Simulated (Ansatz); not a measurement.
Consider the redistribution: 2 `N[SiH](F)[SiH2]O` → `N[Si@H](F)[Si@@H](N)F` + `O[SiH2][SiH2]O`.

Computed with Ansatz on PBE0-D4/def2-TZVP structures; ΔE is electronic, products minus reactants. CCSD(T)/CBS is the MP2 limit (def2-TZVPP, def2-QZVPP) plus CCSD(T) − MP2 in def2-TZVPP, frozen cores. Functionals use def2-TZVPP. Each species was taken in one conformer, which may not be the lowest.

```
                species  ωB97M-V energy (Eh)
     `N[SiH](F)[SiH2]O`           -812.56350
`N[Si@H](F)[Si@@H](N)F`           -892.01793
       `O[SiH2][SiH2]O`           -733.11067
```

(1) Work out ΔE.

Largest T1 diagnostic among the species: 0.012.

Answers

(1) ΔE = (-892.01793) + (-733.11067) − 2 × (-812.56350) = -0.00160 Eh = -4.2 kJ/mol. CCSD(T)/CBS gives -3.7 kJ/mol.
